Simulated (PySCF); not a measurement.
**How the method moves the HOMO and LUMO of `O=C[C@@H](F)[C@H]1CO1`**

Compound: C4H5FO2.
Z-matrix (Å and degrees, PBE0-D3(BJ)/def2-SVP geometry), rows numbered from 1:
```
O 
C   1  1.1984
C   2  1.5200  1  123.52
F   3  1.3721  2  108.16  1  -175.88
C   3  1.5031  2  112.49  1   -53.29
C   5  1.4603  3  120.28  2    74.62
O   5  1.4063  3  117.11  2   142.73
H   2  1.1207  1  122.97  3   179.08
H   3  1.1059  2  108.22  1    66.20
H   5  1.0990  3  114.00  2   -77.89
H   6  1.0967  5  119.29  7  -104.60
H   6  1.0966  5  119.09  7   104.58
```

Basis pcSseg-1 throughout (PySCF), one geometry. Isolated species at its PBE0-D3(BJ)/def2-SVP geometry (one conformer only).

Question: How do the orbital energies, the gap and the dipole change with the method?

Answer: 
| method | kind | HOMO (eV) | LUMO (eV) | gap (eV) | μ (D) | SCF cycles |
| --- | --- | --- | --- | --- | --- | --- |
| BP86 | GGA | -6.47 | -2.74 | 3.74 | 0.71 | 15 |
| LDA | LDA | -6.51 | -2.94 | 3.57 | 0.75 | 15 |
| B97-2 | global hybrid | -7.73 | -1.57 | 6.16 | 0.80 | 15 |
| PBE0 | global hybrid | -8.01 | -1.49 | 6.52 | 0.81 | 14 |
| mPW1PW91 | global hybrid | -8.06 | -1.51 | 6.55 | 0.83 | 14 |
| BHandHLYP | global hybrid | -9.63 | -0.25 | 9.39 | 0.93 | 14 |
| HF | Hartree–Fock | -12.13 | 2.82 | 14.96 | 1.04 | 12 |

The HOMO spans 5.66 eV, from BP86 down to HF, and the gap runs from 3.57 eV (LDA) to 14.96 eV (HF). Over the methods BP86 (0 %), LDA (0 %), B97-2 (21 %), PBE0 (25 %), mPW1PW91 (25 %), BHandHLYP (50 %), HF (100 %), a straight line through the gap against the share of exact exchange rises by 1.13 eV for each 10 % (correlation coefficient 1.000). The dipole ranges from 0.71 D (BP86) to 1.04 D (HF). This basis has no diffuse functions.
